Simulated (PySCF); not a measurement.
PySCF 2.14 output of a UHF calculation on a single atom or ion in cc-pVTZ-PP with ECP60MDF (5s5p4d2f1g, 63 functions), with a scalar-relativistic core potential:

```
SCF conv_tol = 1e-09
number electrons alpha = 9  beta = 7
cycle= 1 E= -117.617213866588  delta_E= -0.0073  |g|= 0.032  |ddm|= 0.0432
cycle= 2 E= -117.617458158276  delta_E= -0.000244  |g|= 0.00645  |ddm|= 0.00868
cycle= 3 E= -117.61747042461  delta_E= -1.23e-05  |g|= 0.00072  |ddm|= 0.00297
cycle= 4 E= -117.617470734179  delta_E= -3.1e-07  |g|= 0.00027  |ddm|= 0.000621
cycle= 5 E= -117.617470783053  delta_E= -4.89e-08  |g|= 3.13e-05  |ddm|= 0.000309
cycle= 6 E= -117.617470783692  delta_E= -6.39e-10  |g|= 3.63e-06  |ddm|= 3.31e-05
converged SCF energy = -117.617470783692  <S^2> = 2.00354  2S+1 = 3.0023591
```

The run itself started from symmetry-adapted Hartree-Fock orbitals and held the occupation by maximum overlap, so the iterations belong to that start.

Which element, charge and spin multiplicity is this?

Pt(2+) (platinum, charge +2), multiplicity 3; the state was [Xe] 4f14 5d8, high-spin 3F determinant.

Energies and moments cover only the electrons outside the core potential. Spin-orbit coupling, absent here, splits the open shell strongly.
